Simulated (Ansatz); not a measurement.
Ansatz (a program for electronic structure) input (BHLYP/def2-TZVPD):

Ansatz 0.2 input:
```yaml
crystal:
  periodic: [false, false, false]
  atoms:
    - {symbol: B, position_ang: [-0.10389135, -0.05475826, 0.02011587]}
    - {symbol: F, position_ang: [0.37034928, 1.26600823, 0.11778637]}
    - {symbol: F, position_ang: [0.95004215, -0.84962815, -0.42291848]}
    - {symbol: N, position_ang: [-1.34271542, -0.52706268, 0.29194991]}
    - {symbol: H, position_ang: [-1.96505813, 0.21580938, 0.60196030]}
basis:
  gaussian:
    orbitals: def2-TZVPD
hamiltonian:
  xc: {name: BHLYP}
total_charge: -1
output: {forces: true}
```

End of the output:

```
integrals: 0.06 GiB planned
889 factors; their error is unknown
mean field: 0.64 GiB planned
mean field evaluation 1: about -7616.6968 eV, gradient 4.6e1 eV
mean field evaluation 2: about -7612.1842 eV, gradient 6.4e1 eV
mean field evaluation 4: about -7621.0894 eV, gradient 1.7e0 eV
mean field evaluation 8: about -7621.0920 eV, gradient 3.6e-2 eV
mean field evaluation 16: about -7621.1393 eV, gradient 5.5e-5 eV
mean field -7621.13925812 eV, -280.0717019422 hartree, gradient 5.5e-5 eV, S^2 0.000000; 0 other end points of the search recorded, 0 dependent functions left out
the calculation of the forces begins
reference -7621.13942329 eV, -280.0717080120 hartree; 16, 16 occupied and 147, 147 virtual orbitals, 889 factors
Total energy: -7621.13942329 eV, -280.0717080120 hartree
Atom 0 at    -0.103891    -0.054758     0.020116 Å, force     0.191571     0.023570    -0.050790 eV/Å
Atom 1 at     0.370349     1.266008     0.117786 Å, force    -0.213458    -0.637851    -0.051637 eV/Å
Atom 2 at     0.950042    -0.849628    -0.422918 Å, force    -0.460504     0.401663     0.203197 eV/Å
Atom 3 at    -1.342715    -0.527063     0.291950 Å, force     0.208285     0.537941     0.035440 eV/Å
Atom 4 at    -1.965058     0.215809     0.601960 Å, force     0.274106    -0.325323    -0.136211 eV/Å
Dipole moment:     0.426220     0.427126    -0.046695 e Å
```

It need not be the lowest isomer of its formula. Whether it binds its extra electron was not tested at this geometry.
